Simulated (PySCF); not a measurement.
CH₃AlF, SMILES [F][Al][CH3], multiplicity 2.

Geometry: PBE0-D3(BJ)/def2-TZVP. The multiplicity is an assumed one; other spin states were not compared. The isomer is the one that the SMILES or the coordinates give; other isomers of the formula were not compared.

Computed with IEF-PCM-ωB97X/def2-SVP (PySCF 2.14.0).

The values are the electrostatic part of the solvation free energy, E(continuum) − E(gas) at the gas-phase geometry, in a cavity of scaled van der Waals radii (PySCF's table); cavitation and dispersion terms are not included. A continuum can't describe solvent molecules that bind to the metal. The dipole moment in vacuum is 1.74 D.

```tsv
solvent	ε	ΔG(elec) (kcal/mol)	dipole (D)
water	78.36	-4.5	2.07
1-octanol	9.86	-3.9	2.03
n-hexane	1.88	-1.7	1.86
```
